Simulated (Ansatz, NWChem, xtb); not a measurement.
## Redistribution: CH3Br + C3H7Cl → CH3Cl + C3H7Br

Species: CH3Br (bromomethane) `CBr`, singlet; C3H7Cl (1-chloropropane) `CCCCl`, singlet; CH3Cl (chloromethane) `CCl`, singlet; C3H7Br (1-bromopropane) `CCCBr`, singlet. The partners trade Br for Cl; both sit on C, so the bond types are kept.

Shapes, held fixed at every level: PBE0-D4/def2-TZVP. Flexible molecules stand in one conformer, not always the lowest. Programs: Ansatz 0.2.0, NWChem 7.3.0, xtb 6.7.1. Electronic energies: no zero-point or thermal term.

```
                             level                    kind  ΔE (kJ/mol)  less CCSD(T)/def2-TZVPP
                          GFN2-xTB          semi-empirical         +2.9                     +1.9
                       HF/def2-SVP            Hartree–Fock         +4.7                     +3.7
                 PBE-D4/def2-TZVPP                     GGA         +1.3                     +0.3
B3LYP/6-31G* (spherical functions)           global hybrid         +1.9                     +0.9
                     PBE0/def2-SVP           global hybrid         +4.0                     +3.0
                wB97M-V/def2-TZVPP  range-separated hybrid         +1.9                     +0.9
                    MP2/def2-TZVPP     perturbation theory         +0.3                     -0.7
                CCSD(T)/def2-TZVPP   coupled cluster or CI         +1.0                      0.0
```

The highest level, CCSD(T)/def2-TZVPP, gives ΔE = +1.0 kJ/mol; the levels span +0.3 to +4.7. That is about zero within the method's error. The column of differences is taken from that level and isn't an error. No measured value is set beside it here. Relativity is left out for Br unless named. Correlated rows may include outer-core shells of Br, which these sets cover unevenly.
